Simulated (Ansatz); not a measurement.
Gas-phase electronic energies from Ansatz, PBE0-D4/def2-TZVP geometries. CCSD(T)/CBS adds triple-zeta CCSD(T) − MP2 to the extrapolated MP2 energy (def2 sets, frozen cores). This one scheme is used for every species. Functionals use def2-TZVPP. Elements past krypton have def2 core potentials. For Zr outer-core shells are correlated without core-valence functions, which leaves a few kJ/mol of doubt a bond. Each species was taken in one conformer, which may not be the lowest.

Reaction (ligand exchange at a Zr–C bond): `[CH3][Zr]([OH])([Cl])[Cl]` + H–F → `[OH][Zr]([F])([Cl])[Cl]` + CH₄

```csv
level,ΔE (eV)
ωB97X-V,-2.40
ωB97M-V,-2.35
RPA@PBE/def2-TZVPP,-2.24
MP2/CBS(def2),-2.21
```

Q: What does CCSD(T)/CBS give? (Best estimate.)

A: Ansatz gave: -2.22 eV. The listed levels differ from it by -0.18, -0.13, -0.02, 0.01 eV.

Largest T1 diagnostic among the species: 0.016.

From BLYP to BHLYP (50 % exact exchange), in def2-TZVPP and without D4, ΔE moves by +0.06 eV. At CCSD(T), def2-SVP lies −0.31 eV from the extrapolated value and def2-TZVPP −0.03 eV. The D4 term adds +0.07 eV with B3LYP and +0.04 eV with PBE0; it sums over pairs of atoms, weighted by their polarisabilities, and B3LYP, whose exchange is more repulsive, gets the larger term.

CCSD(T)/CBS has its own doubt, a few kJ/mol and more with outer-core shells, so smaller differences from it don't rank the levels.

B3LYP here is the variant with VWN-RPA as its local correlation; programs differ in this.
